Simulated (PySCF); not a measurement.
# How the method changes the shape and vibrations of BCClH3Si cation

These are calculations, not measurements. The program is PySCF 2.14.0, an open-source quantum chemistry code, run on an isolated molecule that a program drew, which may never have been made. The molecule is BCClH3Si cation (charge +1, singlet), drawn as the SMILES string `B=C[SiH+]Cl`.

The geometry was optimised and harmonic frequencies were computed with HF and MP2, all in the cc-pV(D+d)Z basis, for the commonest isotopes, with a restricted reference for singlets and an unrestricted one otherwise, and a frozen core in MP2. Each result is a local minimum of its method.

Geometry at the HF minimum:
```xyz
7
BCClH3Si cation, angstrom
B    -0.8959    0.7970    0.4854
C    -2.0412   -0.0274    0.4143
Si   -2.1676   -1.5988    1.1485
Cl   -0.6698   -2.3948    2.1764
H     0.0628    1.4681    0.5543
H    -2.9102    0.3380   -0.1346
H    -3.3636   -2.4233    1.0594
```

Lengths of the bonds as drawn, in Å (atoms numbered as above):
```
bond,HF,MP2
B1-C2,1.413,1.421
C2-Si3,1.739,1.753
Si3-Cl4,1.983,1.985
B1-H5,1.172,1.183
C2-H6,1.091,1.102
Si3-H7,1.455,1.464
```

Rotational constants, in GHz:
```
constant,HF,MP2
A,9.945,9.753
B,2.96,2.993
C,2.281,2.29
```

Harmonic frequencies in cm^-1, each column in rising order, so a row needn't be the same motion in every method:
```
rank    HF   MP2
   1   124   108
   2   181   161
   3   341   300
   4   529   499
   5   623   610
   6   669   616
   7   791   742
   8   817   753
   9   821   783
  10   970   923
  11  1084   998
  12  1500  1454
  13  2468  2395
  14  2979     ?
  15  3280  3186
```

**Estimate the missing MP2 frequency from the HF column.**

A single factor s that minimises the squared misfit of MP2 against s times HF over the other rows is sum(HF x MP2) / sum(HF^2) = 0.9633, with an rms misfit of 23 cm^-1. For rank 14 it gives 0.9633 x 2979 = 2870 cm^-1. The calculation gives 2888 cm^-1, 18 cm^-1 above the estimate. The drawn bonds are on average 0.7 % longer in MP2 than in HF.
